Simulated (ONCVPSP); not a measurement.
u(r) = r·R(r): atom against pseudo-atom (calcium (Ca))

Columns: radius, all-electron u(r) and pseudo u(r) of the 3s shell (level -44.45 eV) of calcium in the configuration [Ne] 3s2 3p6 3d1 4s1; LDA (Perdew-Wang 92), scalar-relativistic, ONCV scheme, ONCVPSP 4.0.1.

```json
{"r (bohr)": "0.090", "all-electron": "0.0742", "pseudo": "0.0491"}
{"r (bohr)": "0.180", "all-electron": "-0.4195", "pseudo": "0.1109"}
{"r (bohr)": "0.270", "all-electron": "-0.5224", "pseudo": "0.1942"}
{"r (bohr)": "0.360", "all-electron": "-0.3255", "pseudo": "0.3022"}
{"r (bohr)": "0.450", "all-electron": "-0.0058", "pseudo": "0.4308"}
{"r (bohr)": "0.540", "all-electron": "0.3203", "pseudo": "0.5704"}
{"r (bohr)": "0.630", "all-electron": "0.5954", "pseudo": "0.7076"}
{"r (bohr)": "0.720", "all-electron": "0.7997", "pseudo": "0.8287"}
{"r (bohr)": "0.810", "all-electron": "0.9329", "pseudo": "0.9227"}
{"r (bohr)": "0.900", "all-electron": "1.0047", "pseudo": "0.9830"}
{"r (bohr)": "0.990", "all-electron": "1.0271", "pseudo": "1.0079"}
{"r (bohr)": "1.080", "all-electron": "1.0129", "pseudo": "1.0004"}
{"r (bohr)": "1.170", "all-electron": "0.9729", "pseudo": "0.9666"}
{"r (bohr)": "1.260", "all-electron": "0.9162", "pseudo": "0.9138"}
{"r (bohr)": "1.350", "all-electron": "0.8497", "pseudo": "0.8490"}
{"r (bohr)": "1.440", "all-electron": "0.7785", "pseudo": "0.7784"}
{"r (bohr)": "1.530", "all-electron": "0.7064", "pseudo": "0.7063"}
{"r (bohr)": "1.620", "all-electron": "0.6359", "pseudo": "0.6358"}
{"r (bohr)": "1.710", "all-electron": "0.5686", "pseudo": "0.5686"}
{"r (bohr)": "1.800", "all-electron": "0.5057", "pseudo": "0.5057"}
{"r (bohr)": "1.890", "all-electron": "0.4477", "pseudo": "0.4477"}
{"r (bohr)": "1.980", "all-electron": "0.3948", "pseudo": "0.3947"}
{"r (bohr)": "2.070", "all-electron": "0.3469", "pseudo": "0.3469"}
{"r (bohr)": "2.160", "all-electron": "0.3040", "pseudo": "0.3039"}
{"r (bohr)": "2.250", "all-electron": "0.2657", "pseudo": "0.2656"}
{"r (bohr)": "2.340", "all-electron": "0.2317", "pseudo": "0.2317"}
```

(1) How many radial nodes do the two functions have?

(2) At about which radius was the pseudo-wave matched?

(3) Is the pseudo-wave norm-conserving?

Answers

(1) The all-electron 3s function has n − l − 1 = 2; the pseudo-wave has 0, since the states of the same l below it are removed with the core.

(2) 1.55 bohr. The columns agree to 0.0005 from 1.44 bohr on; several derivatives are matched, so the curves merge somewhat inside the radius.

(3) Yes: the ONCV scheme keeps the norm inside the radius equal to the all-electron one, which fixes the energy derivative of the logarithmic derivative at the level.
